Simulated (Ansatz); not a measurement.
Mulliken charges of `NCOC=[Se]` from B3LYP/def2-TZVPP in Ansatz (PBE0-D4/def2-TZVP geometry).

```
atom   x (Å)   y (Å)   z (Å)  charge (e)
  N1  -0.027   1.140   1.418      -0.312
  C2  -0.239   0.590   0.148       0.069
  O3   0.391  -0.732   0.036      -0.205
  C4   0.290  -1.385  -1.090      -0.005
 Se5  -0.532  -0.904  -2.585      -0.212
  H6   0.946   1.316   1.623       0.142
  H7  -0.448   0.605   2.163       0.142
  H8  -1.300   0.449  -0.059       0.124
  H9   0.195   1.211  -0.638       0.124
 H10   0.806  -2.341  -1.014       0.134
```

Problem. By hand: the dipole of these point charges (1 e Å = 4.8032 D).

Solution. Σ q r = (0.065, 0.199, 0.429) e Å, of length 0.477 e Å = 2.29 D.

Problem. How does the dipole of the full density compare? (Best estimate.)

Solution. Computed: (0.206, 0.065, 0.618) e Å, 3.14 D; the point charges give 0.73 times that, at 21° from its direction.

Point charges leave out the atoms' own dipoles, such as those of lone pairs, and Mulliken's split depends on the basis, so the two needn't agree.

B3LYP here is the variant with VWN-RPA as its local correlation; programs differ in this.
